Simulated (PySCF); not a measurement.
Method: M06-2X/def2-TZVP // PBE0-D3(BJ)/def2-SVP run with PySCF. Isolated molecules, 0 K electronic values unless said otherwise. One relaxed conformer stands for a flexible species; it need not be the lowest. Excitations are Tamm–Dancoff values on a coarser integration grid. The basis has no diffuse functions, so Rydberg states are missing or too high.

Reference species (SMILES): `COc1c([SiH3])sc2ccsc12` (C–O–C–C torsion 177°) (neutral, multiplicity 1).

The T1 excitation (TDA) is 3.23 eV. The S1 oscillator strength is 0.352.

Changed species: `COc1sc2ccsc2c1[SiH3]` (C–O–C–S torsion 1°).

Q: What does the change do to the T1 excitation (TDA) and S1 oscillator strength?

A: the T1 excitation (TDA) goes up by 0.22 eV, to 3.45 eV; the S1 oscillator strength decreases by 0.023, to 0.329.
